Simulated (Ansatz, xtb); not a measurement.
**Isomers of C3H6BNO2 in order of energy**

7 gas-phase structures of C3H6BNO2, from a drawn sample of its isomers (lower ones may exist). Each was relaxed with GFN2-xTB; where two conformers were screened, the lower at r2SCAN-D4/def2-SVP//GFN2-xTB is listed:

A. `N[B@H-]1OC=CC=[O+]1`, a singlet
B. `[H]/N=C\C(=C)B(O)O`, a singlet
C. `[H]/N=C/C(=C)B(O)O`, a singlet
D. `N#CCCB(O)O`, a singlet
E. `CCOB(O)C#N`, a singlet
F. `NCC#CB(O)O`, a singlet
G. `COBOCC#N`, a singlet

Make a reasoned guess at their ranking by r2SCAN-D4/def2-SVP//GFN2-xTB single-point energy.

Calculated order at r2SCAN-D4/def2-SVP//GFN2-xTB: D (0.000), E (0.299), C (0.300), B (0.978), A (1.106), F (1.477), G (1.698) eV. Less than 1 kcal/mol parts E and C, so the order within that pair means little.

Energies above the lowest of each column, in eV; the last columns are at r2SCAN-D4/def2-SVP geometries and were run for some of them only (a dash: not run or not comparable):

```csv
structure,GFN2-xTB,HF/STO-3G,r2SCAN-D4/def2-SVP//GFN2-xTB,r2SCAN-D4/def2-SVP,CCSD(T)/def2-SVP + ΔMP2/def2-TZVPP
D,0.000,0.402,0.000,0.000,0.000
E,0.453,0.000,0.299,0.325,0.340
C,0.668,2.090,0.300,0.305,0.504
B,0.924,2.569,0.978,–,–
A,0.494,1.886,1.106,–,–
F,1.195,2.449,1.477,–,–
G,0.555,0.953,1.698,–,–
```

CCSD(T)/def2-SVP + ΔMP2/def2-TZVPP puts D lowest of those it was run on; HF/STO-3G picks E. Flexible structures stand in one conformer each, not always the lowest. Frequencies (GFN2-xTB) were run for C, D, E alone. ΔMP2 is the change of the MP2 energy from the smaller to the larger basis.

Over these structures GFN2-xTB departs from r2SCAN-D4/def2-SVP//GFN2-xTB by 0.390 eV on average once a common shift is removed. A GFN2-xTB relaxation took about 0.23 s and the r2SCAN-D4/def2-SVP//GFN2-xTB energy about 2.2 s on a shared host (Ansatz 0.2.0, xtb 6.7.1).
